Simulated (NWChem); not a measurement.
Molecule: CH3FSTe; SMILES CS[Te]F

```xyz
7

Te     0.3089    -0.6883    -0.0714
F     -1.5229    -1.3101     0.2114
S      0.1407     1.5520     0.6289
C     -0.4716     2.4597    -0.8256
H      0.1914     2.3234    -1.6898
H     -0.4783     3.5211    -0.5350
H     -1.4940     2.1476    -1.0743
```
Atoms are numbered in this order, from 1.

All runs: NWChem. All runs use the structure optimised with PBE0/def2-SVP. No frequency run checked for a minimum. def2 effective core potentials on Te; no spin-orbit coupling. Ions are spin-unrestricted doublets at the neutral geometry; other ion states weren't tried.

Problem. Predict the results for B3LYP/def2-SVP. Quantities: vertical ionisation energy, ΔSCF (eV); −ε(HOMO) (eV).

Solution. vertical ionisation energy, ΔSCF (eV): 8.58
−ε(HOMO) (eV): 6.15
